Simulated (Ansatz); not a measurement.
Geometry optimisation, UKS PBE/def2-SVP (Ansatz 0.2.0).

input.yaml

```yaml
crystal:
  periodic: [false, false, false]
  atoms:
    - { symbol: Ge, position_ang: [0.0, 0.0, 0.0] }
    - { symbol: Cl, position_ang: [0.0, 0.0, 2.47] }
    - { symbol: F, position_ang: [1.5842, 0.0, -0.5594] }
    - { symbol: O, position_ang: [-0.8337, 1.4443, -0.5894] }
    - { symbol: H, position_ang: [-1.7915, 1.2136, -0.8118] }
    - { symbol: F, position_ang: [-0.7913, -1.3709, -0.5594] }
    - { symbol: H, position_ang: [0.0, 0.0, 4.14] }
magnetization:
  spin_polarized: true
  initial_magnetization: 1
basis:
  gaussian: { orbitals: def2-SVP }
hamiltonian:
  xc: pbe
relax:
  f_tol: 0.15
  max_steps: 25
  restrain:
    - { distance: [1, 6], at: 1.37, k: 30.0 }
    - { distance: [0, 1], at: 3.42, k: 30.0 }
output:
  orbitals: {}
```

Launched with:

```bash
$ ansatz run input.yaml --threads 4 --pin off --max-ram 5120MiB --backend cpu --events-out ev --progress --plain --runs-dir out
```

Q: Where does it end, and by what steps?

A: The run converged. The restraints hold the end off the free minimum; the threshold counts their pulls, which the force column leaves out. Restrained pairs: Cl2–H7 (1.67 → 1.34 Å), Ge1–Cl2 (2.47 → 3.42 Å). After 22 steps the energy has fallen by 0.933 eV (the restraints' own energy left out); Cl2 moved furthest, 1.19 Å.

| step | energy less start (eV) | largest force component (eV/Å) | accepted |
| --- | --- | --- | --- |
| 0 | 0.0000 | 2.471 | yes |
| 1 | -0.1462 | 3.322 | yes |
| 2 | -0.2088 | 3.559 | yes |
| 3 | -0.4940 | 2.673 | yes |
| 4 | -0.8399 | 0.851 | yes |
| 5 | -0.8491 | 1.066 | yes |
| 6 | -0.8426 | 1.291 | yes |
| 7 | -0.8571 | 1.095 | yes |
| 8 | -0.8676 | 0.939 | yes |
| 9 | -0.8182 | 1.609 | no |
| 10 | -0.8641 | 1.115 | yes |
| 11 | -0.8789 | 0.942 | yes |
| 12 | -0.8901 | 0.800 | yes |
| 13 | -0.8538 | 1.308 | no |
| 14 | -0.8860 | 0.921 | yes |
| 15 | -0.8965 | 0.840 | yes |
| 16 | -0.8980 | 1.075 | yes |
| 17 | -0.9249 | 0.912 | yes |
| 18 | -0.9313 | 0.840 | yes |
| 19 | -0.8963 | 1.431 | no |
| 20 | -0.9280 | 0.969 | yes |
| 21 | -0.9261 | 1.024 | yes |
| 22 | -0.9328 | 0.912 | yes |

```xyz
7
Properties=species:S:1:pos:R:3
Ge -0.106 0.103 0.039
Cl -0.305 -0.736 3.348
F 1.594 0.154 -0.425
O -0.851 1.466 -0.884
H -1.819 1.327 -0.944
F -0.746 -1.402 -0.635
H 0.402 0.375 3.591
```

Time of the run: 16 s on 4 threads of AMD EPYC 9R45 96-Core Processor (Zen 5), on a shared host, peak memory 0.2 GiB.
